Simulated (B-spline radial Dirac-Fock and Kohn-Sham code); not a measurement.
## Internal conversion coefficients of Re at 100 keV

Z = 75 (rhenium), transition energy 100 keV. Level of theory: a Dirac-Hartree-Slater potential of the neutral atom with a Latter tail (no hole, which puts coefficients of high multipoles low close above an edge), finite nucleus with surface currents; a radial finite-basis atomic code. Subshells that would emit electrons below 1 keV are left out.

| subshell | electron energy (keV) | E2 | E3 | E5 | M3 | M5 |
| --- | --- | --- | --- | --- | --- | --- |
| K | 28.32 | 0.831 | 1.66 | 6.69 | 105 | 705 |
| L1 | 87.47 | 0.0961 | 1.04 | 273 | 75.8 | 5810 |
| L2 | 88.04 | 1.30 | 38.7 | 8810 | 12.3 | 1490 |
| L3 | 89.47 | 1.14 | 30.0 | 6160 | 95.7 | 32400 |
| M1 | 97.07 | 0.0233 | 0.317 | 91.5 | 20.6 | 1980 |
| M2 | 97.32 | 0.323 | 10.2 | 2670 | 3.46 | 480 |
| M3 | 97.63 | 0.294 | 8.03 | 1780 | 27.2 | 11000 |
| M4 | 98.05 | 0.00341 | 0.231 | 803 | 0.425 | 305 |
| M5 | 98.12 | 0.00277 | 0.301 | 687 | 0.275 | 1290 |
| total |  | 4.20 | 96.0 | 23000 | 356 | 60000 |

Question: For a pure M5 transition, what fraction of decays emits a photon?

Answer: 1/(1 + α) = 1.67e-05 with the total α = 60000; the total includes the outer subshells that are not listed.

Values without a named source are computed, but for edge energies of neutral atoms, which are taken from tables.
